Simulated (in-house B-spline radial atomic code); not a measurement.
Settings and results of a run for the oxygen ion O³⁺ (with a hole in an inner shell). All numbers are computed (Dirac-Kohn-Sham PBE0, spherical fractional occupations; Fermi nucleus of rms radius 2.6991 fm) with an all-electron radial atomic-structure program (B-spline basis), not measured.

Command:
```bash
python run_scf.py task.json out
```
Settings (nuclear radius in fm, mass in u):
```
Z                8
configuration    1s1 2s2 2p2
hamiltonian      dirac
method           pbe0
spin_polarised   False
nucleus          fermi
rms_radius       2.6991
atomic_mass      15.99491
speed_of_light   137.035999084
```

Output (hartree, bohr):
```
 radial grid: 67 intervals, B-splines of order 8, outer radius 10.8108 bohr

 iter        energy (Eh)    residual
    1         -48.832957    3.23e-01
    2         -50.470984    6.54e-02
    3         -50.543626    2.50e-02
    4         -50.555409    9.45e-03
    5         -50.557419    2.44e-03
    6         -50.557535    2.22e-05
    7         -50.557535    8.38e-07
    8         -50.557535    6.15e-09

 total energy                       -50.55753
 kinetic                              50.5073
 electron-nucleus                   -113.0392
 Hartree                              16.4840
 exact exchange                       -0.8095
 exchange-correlation                 -3.7001

 first-order corrections (not in the total)
   Gaunt                             0.0030
   retardation                      -0.0002
   frequency dependence             -0.0000
   self-energy                       0.0030
   Uehling                          -0.0001
   Wichmann-Kroll                    0.0000
   recoil                            0.0016

 orbital      occ     eigenvalue          <r>       <r^2>       <1/r>       <r^4>       r_max    small
 1s1/2      1.000       -24.0150     0.192195   0.0496316     7.86806  0.00634299      0.1262  8.22e-04
 2s1/2      2.000        -3.2958     0.917056     0.99366     1.59545     1.73548      0.7567  1.34e-04
 2p1/2      0.667        -2.6601     0.841734    0.875293     1.53714     1.57972       0.636  1.26e-04
 2p3/2      1.333        -2.6569     0.842733    0.877216     1.53464     1.58602      0.6368  1.26e-04
```

Time taken, with all properties: 0.4 s on 1 thread of Intel(R) Xeon(R) 6975P-C, with other jobs on the host.

For the Dirac Hamiltonian the kinetic term is c α·p + (β - 1)c².

Caution: exact exchange at fractional occupations of open shells leaves self-interaction of up to several eV.
